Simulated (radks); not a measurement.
Task: The mean radii <r> (bohr) of the occupied orbitals of an atom or ion are listed with their occupations. Method: scalar-relativistic Kohn-Sham, PBE, spin-polarised, spherical densities, finite nucleus; Fermi nuclear charge, rms radius of each element as measured or else 0.836 A^(1/3) + 0.57 fm; computed with a radial shooting solver on a logarithmic mesh with Libxc functionals.

| orbital | occ. | <r> |
|---|---|---|
| 1s up | 1 | 0.01715 |
| 1s down | 1 | 0.01715 |
| 2s up | 1 | 0.07182 |
| 2s down | 1 | 0.07180 |
| 2p up | 3 | 0.06463 |
| 2p down | 3 | 0.06460 |
| 3s up | 1 | 0.1760 |
| 3s down | 1 | 0.1761 |
| 3p up | 3 | 0.1743 |
| 3p down | 3 | 0.1744 |
| 3d up | 1 | 0.1546 |

Name the element and its charge. Open shells, if any, are filled with parallel spins first.

Result: Z = 78, platinum, charge +59: Pt59+ in [Ar] 3d1. The 1s radius gives Z: for a bare nucleus <r> = (2 gamma + 1)/(2Z) with gamma = sqrt(1 - (Z/c)^2), 0.01695 bohr for Z = 78, and screening makes it slightly larger (0.01715 here). The occupations add up to 19, and the charge is Z minus that.
